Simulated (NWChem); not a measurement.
Species: C3H6Cl, doublet; SMILES [C](C)(C)Cl

```xyz
10

C      0.0186     1.0669    -1.3071
C     -0.1535     0.3859     0.0000
C      0.0186     1.0669     1.3071
Cl     0.0992    -1.3299     0.0000
H      1.0863     1.1512    -1.5949
H     -0.3918     2.0878    -1.2641
H     -0.4897     0.5183    -2.1145
H     -0.4897     0.5183     2.1145
H      1.0863     1.1512     1.5949
H     -0.3918     2.0878     1.2641
```
Atoms are numbered in this order, from 1.

Results from NWChem. Pople sets run with spherical d functions. Spin-unrestricted. In the optimisation the excess spin sits in a' (Cs, its own frame). All runs use the structure optimised with PBE0/def2-SVP, spin-unrestricted. No stability test was run on the SCF state. B3LYP is NWChem's, with the RPA form of VWN correlation. Vzz is the largest principal value of the second derivative of the potential at the nucleus (NWChem prints the opposite sign); η is the asymmetry. Non-relativistic.

```json
[
 {"level": "CAM-B3LYP/6-31G*", "Vzz Cl4 (a.u.)": "3.241", "η Cl4": "0.18"},
 {"level": "B3LYP/def2-SVP", "Vzz Cl4 (a.u.)": "3.172", "η Cl4": "0.20"},
 {"level": "B3LYP/6-31G*", "Vzz Cl4 (a.u.)": "3.209", "η Cl4": "0.19"}
]
```
